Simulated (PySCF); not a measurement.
From computed data to an observable: chemical shift, span and skew from a shielding tensor

C2H8AsGa, SMILES [AsH2][Ga]([CH3])[CH3]. Atoms are numbered in the order given.

```xyz
12

Ga     0.4021    -0.6048     0.3394
C      2.1562    -1.1608    -0.4094
H      2.2855    -2.2529    -0.3391
H      2.9594    -0.6969     0.1899
H      2.2889    -0.8487    -1.4556
C     -0.3340    -1.4454     1.9824
H     -1.0020    -2.2733     1.6866
H     -0.9324    -0.7355     2.5738
H      0.4612    -1.8668     2.6173
As    -0.8081     1.2658    -0.6861
H     -2.1662     0.5878    -0.4950
H     -0.6263     0.6995    -2.0957
```

The structure is a stationary point at B3LYP-D3(BJ)/def2-SVP. The isomer is the one that the SMILES or the coordinates give; other isomers of the formula were not compared.

GIAO shieldings from PBE/pcSseg-1 (PySCF), non-relativistic, no solvent. The symmetric part of the tensor of C2 has the principal values 151.0, 176.3, 187.9 ppm. The same nucleus in TMS has σ = 182.0 ppm at this level (PySCF, at its B3LYP-D3(BJ)/def2-TZVP geometry).

Problem. Work out the isotropic shielding, the ¹³C shift against TMS, the span and the skew.

Solution. 
σ(iso) = (σ11 + σ22 + σ33)/3 = 171.7 ppm. δ = σ(ref) − σ(iso) = 182.0 − (171.7) = 10.3 ppm.
Span Ω = σ33 − σ11 = 36.9 ppm. Skew κ = 3(σ(iso) − σ22)/Ω = -0.37. Tumbling in solution averages the tensor to δ; in a static solid the shielding alone would spread this spin-1/2 line over Ω.
